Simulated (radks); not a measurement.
Q: The mean radii <r> (bohr) of the occupied orbitals of an atom or ion are listed with their occupations. Method: scalar-relativistic Kohn-Sham, PBE, spin-unpolarised, spherical densities, finite nucleus; Fermi nuclear charge, rms radius of each element as measured or else 0.836 A^(1/3) + 0.57 fm; computed with a radial shooting solver on a logarithmic mesh with Libxc functionals.

orbital  occ.      <r>
1s          2  0.02191
2s          2  0.09329
2p          6  0.08237
3s          2   0.2444
3p          6   0.2430
3d         10   0.2212
4s          2   0.5528
4p          6   0.5851
4d         10   0.6359
5s          2    1.332
5p          6    1.558
4f          7   0.8643
6s          1    3.662
5d          1    2.558

Name the element and its charge.

A: Z = 64, gadolinium, charge +1: Gd+ in [Xe] 4f7 5d1 6s1. The 1s radius gives Z: for a bare nucleus <r> = (2 gamma + 1)/(2Z) with gamma = sqrt(1 - (Z/c)^2), 0.02163 bohr for Z = 64, and screening makes it slightly larger (0.02191 here). The occupations add up to 63, and the charge is Z minus that.
